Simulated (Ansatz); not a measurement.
Stepwise reaction of `CN([SiH2]O)[SiH2]O` with hydrogen fluoride, as a gas-phase model of exchange steps in deposition or etching. ΔE in kJ/mol.

Gas-phase electronic energies from Ansatz, PBE0-D4/def2-TZVP geometries. CCSD(T)/CBS adds triple-zeta CCSD(T) − MP2 to the extrapolated MP2 energy (def2 sets, frozen cores). This one scheme is used for every species. Functionals use def2-TZVPP. B3LYP here is the variant with VWN-RPA as its local correlation; programs differ in this. One conformer a species, not always the lowest.

| step | reaction | PBE-D4 | B3LYP-D4 | ωB97M-V | CCSD(T)/CBS |
| --- | --- | --- | --- | --- | --- |
| 2 | `CN([SiH2]O)[SiH2]F` + H–F → `CN([SiH2]F)[SiH2]F` + H₂O | -40.9 | -43.8 | -43.7 | -43.2 |

(1) Give the row of step 1, `CN([SiH2]O)[SiH2]O` + H–F → `CN([SiH2]O)[SiH2]F` + H₂O. (An estimate is asked.)

(2) By hand: ΔE of the 2 steps together at CCSD(T)/CBS.

Answers

(1) The calculation gave: 
```
step                                                 reaction  PBE-D4  B3LYP-D4  ωB97M-V  CCSD(T)/CBS
   1  `CN([SiH2]O)[SiH2]O` + H–F → `CN([SiH2]O)[SiH2]F` + H₂O   -50.4     -52.4    -52.8        -53.2
```

(2) (-53.2) + (-43.2) = -96.4 kJ/mol, or -48.2 kJ/mol a step.

In ΔE each step is higher than the one before. All are downhill at CCSD(T)/CBS. PBE-D4 differs from CCSD(T)/CBS by 2.3 to 2.8 kJ/mol a step. Isolated molecules leave out the surface, adducts and barriers. Largest T1 diagnostic: 0.012.
